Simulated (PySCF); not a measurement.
## A single-point calculation

Nd(OH)3 (singlet in the valence; each metal's 4f electrons, 3 of them, lie in its core potential, out of spins and levels). PySCF 2.14.0, RKS wB97X, Nd lcecp-1-SVP with ECP49, O def2-SVP, H def2-SVP; non-relativistic Hamiltonian with scalar-relativistic core potentials where named; density fitting; no spin-orbit coupling. Purpose: level wB97X.

```python
mol = gto.M(atom='''
Nd    -0.00000    -0.00000    -0.21021
O      2.08429     0.00000     0.08750
H      3.01241     0.00000     0.31978
O     -1.04215     1.80505     0.08750
H     -1.50621     2.60882     0.31978
O     -1.04214    -1.80505     0.08750
H     -1.50620    -2.60882     0.31978''',
    basis={'Nd': 'lcecp-1-SVP', 'O': 'def2-SVP', 'H': 'def2-SVP'},
    ecp={'Nd': 'lcecp-1-SVP'},
    charge=0, spin=0)
mf = dft.RKS(mol, xc='WB97X')
mf.grids.atom_grid = (75, 302)  # f atoms: unpruned, at least (60, 302)
mf = mf.density_fit()  # fitting sets: Nd AutoAux, O def2-universal-JKFIT, H def2-universal-JKFIT
mf.conv_tol = 1e-08; mf.max_cycle = 55
mf.kernel(dm0)  # dm0: converged density of the relaxed state
mf.nuc_grad_method().kernel()
```

Run from Python with OMP_NUM_THREADS=2; the lines above give its settings. Where DIIS fails, smearing, a level shift and second-order steps follow.
It took 4.3 s on 2 threads of Arm Neoverse V2, on a shared host, from an already converged density.

(1) Where do the frontier levels lie, over both spins?

(2) What are the Mulliken charges and spins?

(3) What forces act on the atoms (eV/Å)?

The geometry was relaxed with PBE0 (Nd lcecp-1-SVP with ECP49, O def2-SVP, H def2-SVP).

An lcecp potential fixes the number of 4f electrons, so in runs with it no electron can move into or out of that shell.

Answers

(1) HOMO -9.98 eV, LUMO 0.52 eV. The 4f levels lie in the core potential and are missing.

(2) 
| atom | charge (e) | spin (e) |
| --- | --- | --- |
| Nd1 | 1.096 | 0.000 |
| O2 | -0.533 | 0.000 |
| H3 | 0.167 | 0.000 |
| O4 | -0.533 | 0.000 |
| H5 | 0.167 | 0.000 |
| O6 | -0.533 | 0.000 |
| H7 | 0.167 | 0.000 |
The spin of the 4f electrons in the core isn't counted.

(3) 
```
Nd   0.01  0.00 -0.07
O    0.25  0.00  0.05
H   -0.05  0.00 -0.02
O   -0.13  0.22  0.05
H    0.02 -0.04 -0.02
O   -0.13 -0.22  0.05
H    0.02  0.04 -0.02
```
Forces carry noise of the integration grid, about 0.01 to 0.03 eV/Å.
